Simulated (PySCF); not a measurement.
ClSn, SMILES [Cl][Sn] (connectivity only; charge and spin as stated), neutral, multiplicity 2.

Geometry optimised at PBE-D3(BJ)/def2-TZVP. The def2 effective core potentials stand for the cores of Sn; spin–orbit coupling is left out.

Method: PBE-D3(BJ)/def2-TZVP run with PySCF 2.14.0.

Frequencies are harmonic and unscaled.

Computed harmonic wavenumbers and intensities:
| mode | ν (cm⁻¹) | IR (km/mol) | moving atoms (share of kinetic energy) |
|---|---|---|---|
| 1 | 335 | 53.0 | Cl 77 %, Sn 23 % |
